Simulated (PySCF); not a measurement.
NMR data simulated for an unnamed compound:

1H NMR (300 MHz, computed): δ 4.96 (s, 2H), 4.50 (s, 6H), 0.23 (s, 9H).

13C{1H} NMR (computed): δ 1.3 (CH3).

No relativistic terms, fast rotation and ring inversion assumed for equivalent nuclei, one computed conformer, no solvent. PBE0-D3(BJ)/def2-SVP structure; σ from GIAO-CAM-B3LYP/pcSseg-1; PySCF 2.14.

References, each an isolated molecule treated in the same way: 1H (31.33 ppm), 13C (182.45 ppm) against TMS.

**Question.** Which of these does the molecule contain: a Si–CH3 group, a Si–H bond, an ester, a three-membered ring, an N-methyl group?

**Answer.** 
- A Si–CH3 group: yes (δC 1.3; δH 0.23 (s)).
- A Si–H bond: yes (δH 4.96 (s)).
- An ester: no.
- A three-membered ring: no.
- An N-methyl group: no.

The data belong to `C[Si](C)(C)O[SiH2]N([SiH3])[SiH3]`, C₃H₁₇NOSi₄; they needn't prove each group on their own.

Carbon signals by region: 1 below 50 ppm.

Shifts are as computed, not scaled to solution data. Of 1211 compounds with measured shifts, 218 miss one by over three times the rms of a fit or turn the order of signals round; such compounds aren't used in these exercises. No couplings were computed; multiplicities are counted from neighbouring protons, with m where these are inequivalent, close in shift, in a saturated or five-membered ring or joined by F or P, and br s for small geminal =CH2 splittings.
